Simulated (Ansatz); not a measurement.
AlGeH$_{3}$O$_{2}$ (`[OH][GeH]1[O][AlH]1`). Total charge 0; spin multiplicity 1. Geometry: relaxed with PBE0-D4/def2-TZVP. It is one conformer, not always the lowest.

```xyz
7

O     0.116    0.082    2.042
Ge    0.722   -0.056    0.376
O    -0.446   -1.068   -0.679
Al   -0.491    0.378   -1.576
H    -0.727    0.538    2.094
H     2.048   -0.806    0.601
H    -1.221    0.932   -2.859
```

Problem. What is the dipole moment at ωB97M-V/def2-TZVPP? (Best estimate.)

Solution. Computed: 3.33 D, with components (-0.58, 2.54, -2.07) D in this frame, pointing from negative to positive charge.

Problem. And with PBE, r2SCAN, B3LYP? (Estimate.)

Solution. Ansatz gave: PBE 2.82 D, r2SCAN 2.99 D, B3LYP 3.20 D.

Problem. Give the Mulliken charges with ωB97M-V, B3LYP, PBE in def2-TZVPP. (Estimate.)

Solution. The calculation gave: 
| atom | ωB97M-V | B3LYP | PBE |
| --- | --- | --- | --- |
| O1 | -0.40 | -0.41 | -0.37 |
| Ge2 | 0.46 | 0.49 | 0.42 |
| O3 | -0.47 | -0.47 | -0.39 |
| Al4 | 0.28 | 0.30 | 0.23 |
| H5 | 0.16 | 0.17 | 0.17 |
| H6 | 0.01 | -0.01 | -0.02 |
| H7 | -0.05 | -0.07 | -0.06 |

B3LYP here is the variant with VWN-RPA as its local correlation; programs differ in this.
